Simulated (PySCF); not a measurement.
# Circular dichroism: `F[C@@H]1C[C@@H]2[C@H]1C[C@H]2Cl`, C6H8ClF

Cartesian coordinates in Å; atom numbers follow the order of the lines, from 1:
```xyz
16

F    -2.6828   -0.5158    0.3226
C    -1.3669   -0.2443    0.6013
C    -0.9538    1.1951    0.2566
C     0.1021    0.6511   -0.7154
C    -0.3872   -0.7895   -0.4511
C     0.9906   -1.1631    0.1080
C     1.4409    0.2976   -0.0491
Cl    2.8567    0.5213   -1.0974
H    -1.1956   -0.5737    1.6306
H    -1.7575    1.7252   -0.2492
H    -0.5850    1.7978    1.0837
H     0.1598    1.0952   -1.7039
H    -0.8267   -1.4274   -1.2108
H     1.5391   -1.8420   -0.5402
H     1.0058   -1.5498    1.1254
H     1.6528    0.8313    0.8776
```

Method used: TDDFT B3LYP/def2-SVPD circular dichroism and optical rotation, one conformer, gas phase in PySCF 2.14.0. Geometry: GFN2-xTB.

States above about 8.0 eV (minus the energy of the highest occupied orbital) lie near or above the ionisation threshold and depend on the basis.

Task: What are the CIP labels of the stereocentres?

Result: C2 R, C4 R, C5 R, C7 R.

Task: Which excitations and rotatory strengths does the calculation give?

Result: Rotatory strengths R in 10⁻⁴⁰ esu² cm², velocity form and length form (origin at the centre of mass); f in length form.
```csv
state,E (eV),λ (nm),f,R (velocity),R (length),main
1,6.88,180,0.006,-3.2,-3.3,HOMO→LUMO 0.95
2,6.96,178,0.001,+0.1,+0.2,HOMO−1→LUMO 0.96
3,7.42,167,9e-05,+0.4,+0.7,HOMO−2→LUMO 0.94
4,7.59,163,0.024,-7.9,-7.8,HOMO→LUMO+1 0.91
5,7.66,162,0.018,+5.3,+4.8,HOMO−1→LUMO+1 0.90
6,7.78,159,0.023,-0.2,+0.4,"HOMO−3→LUMO 0.40, HOMO→LUMO+2 0.39"
7,7.87,158,0.021,+16.7,+16.3,"HOMO→LUMO+3 0.45, HOMO−2→LUMO+1 0.28"
8,7.88,157,0.003,-10.2,-10.0,"HOMO→LUMO+2 0.55, HOMO−3→LUMO 0.27"
9,7.93,156,0.027,+32.1,+32.0,"HOMO−2→LUMO+1 0.41, HOMO−1→LUMO+2 0.24"
10,7.95,156,0.016,-35.7,-35.1,"HOMO−1→LUMO+2 0.39, HOMO−2→LUMO+1 0.22"
11,8.03,154,0.004,-8.3,-7.8,"HOMO−1→LUMO+3 0.57, HOMO−1→LUMO+2 0.28"
12,8.14,152,0.013,+5.5,+5.3,"HOMO→LUMO+4 0.69, HOMO−2→LUMO+3 0.10"
```

For state 6 the two forms differ in sign, so the sign of R isn't settled.

Among the states computed, the strongest CD band (largest |R|) is state 10. The largest dissymmetry factor in size, g = 4R/(D+G), with D and G the electric and magnetic dipole strengths, is -0.048 for state 8 (velocity form, f = 0.003), among bands with |R| over 0.5. The mirror image has the same energies and oscillator strengths and all R with the opposite sign.
